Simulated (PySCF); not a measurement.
# Ni⁺: ionisation energy

Ni⁺ [Ar] 3d9 (2D) → Ni²⁺ [Ar] 3d8 (3F), as a difference of total energies. Calculation: PySCF 2.14, in cc-pVTZ-DK; scalar relativity by spin-free X2C-1e. Correlated levels: valence: [Ar] frozen. The calculations carry no spin-orbit coupling.

```
           method  ionisation energy (eV)
              UHF                  14.995
             MN15                  19.272
    MP2 (valence)                  18.201
SCS-MP2 (valence)                  17.902
```

Task: How much does correlation contribute at MP2 (valence)?

Result: 18.201 − (14.995) = 3.206 eV, measured against UHF.

The reference lies between the lowest fine-structure levels, while these numbers refer to the centres of the terms.

Errors of the correlated levels include the incompleteness of this basis and the frozen core.

For comparison: 18.169 eV (measured; NIST Atomic Spectra Database, ionization energies).
